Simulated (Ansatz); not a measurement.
`N=C[SiH2]O` and `N=C[SiH2]CBr` differ in one atom or group.

Ansatz, PBE0-D4/def2-TZVP geometries, multiplicity 1. Each molecule was computed in one conformer, which needn't be the lowest.

Scalar relativity is left out up to krypton.

```csv
property,`N=C[SiH2]O`
LUMO energy (PBE0/def2-TZVPP) / eV,-1.15
HOMO energy (PBE0/def2-TZVPP) / eV,-7.82
HOMO–LUMO gap (ωB97M-V/def2-TZVPP) / eV,11.26
LUMO energy (ωB97M-V/def2-TZVPP) / eV,1.12
size of the dipole moment (ωB97M-V/def2-TZVPP) / D,2.83
size of the dipole moment (PBE/def2-TZVPP) / D,2.71
```

Q: What does the change do to each property? (Estimate.)

A: Computed: 
| property | `N=C[SiH2]CBr` | shift |
| --- | --- | --- |
| LUMO energy (PBE0/def2-TZVPP) / eV | -1.12 | 0.03 |
| HOMO energy (PBE0/def2-TZVPP) / eV | -7.52 | 0.30 |
| HOMO–LUMO gap (ωB97M-V/def2-TZVPP) / eV | 10.86 | -0.40 |
| LUMO energy (ωB97M-V/def2-TZVPP) / eV | 1.06 | -0.06 |
| size of the dipole moment (ωB97M-V/def2-TZVPP) / D | 2.10 | -0.73 |
| size of the dipole moment (PBE/def2-TZVPP) / D | 1.96 | -0.75 |

Dipoles are sizes alone; their direction can turn.

Spin–orbit coupling is left out; it splits and shifts lone-pair levels of the heavy atoms by tenths of an eV.
